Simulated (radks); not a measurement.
Problem. These are the eigenvalues of the occupied orbitals of an atom or ion with whole-number occupations (Ry). All-electron calculation, Dirac Kohn-Sham, PBE, spin-unpolarised, spherical densities, point nucleus. Program: a radial shooting solver on a logarithmic mesh with Libxc functionals.

| orbital | eigenvalue |
|---|---|
| 1s1/2 | -5941.094 |
| 2s1/2 | -1058.075 |
| 2p1/2 | -1015.002 |
| 2p3/2 | -880.0623 |
| 3s1/2 | -259.4740 |
| 3p1/2 | -240.1519 |
| 3p3/2 | -210.3612 |
| 3d3/2 | -178.3716 |
| 3d5/2 | -171.9677 |
| 4s1/2 | -66.24888 |
| 4p1/2 | -58.00867 |
| 4p3/2 | -50.85352 |
| 4d3/2 | -37.38922 |
| 4d5/2 | -36.05405 |
| 5s1/2 | -20.11125 |
| 4f5/2 | -18.75529 |
| 4f7/2 | -18.47012 |
| 5p1/2 | -17.28898 |
| 5p3/2 | -15.86408 |
| 5d3/2 | -11.67208 |
| 5d5/2 | -11.45504 |

Which element is it, and in what charge state? The configuration may be excited. Open shells, if any, are shared by 2j + 1.

Solution. Z = 79, gold, charge +10: Au10+ in [Xe] 4f14 5d1. The list shows which subshells hold electrons but not how many an open one holds; the 1s level, -2970.5 hartree, gives Z - s = 77.1 by -(Z - s)^2/2, which with screening and relativity narrows Z to a few neighbours, and the depths of the outer levels then fix element, charge and occupations together.
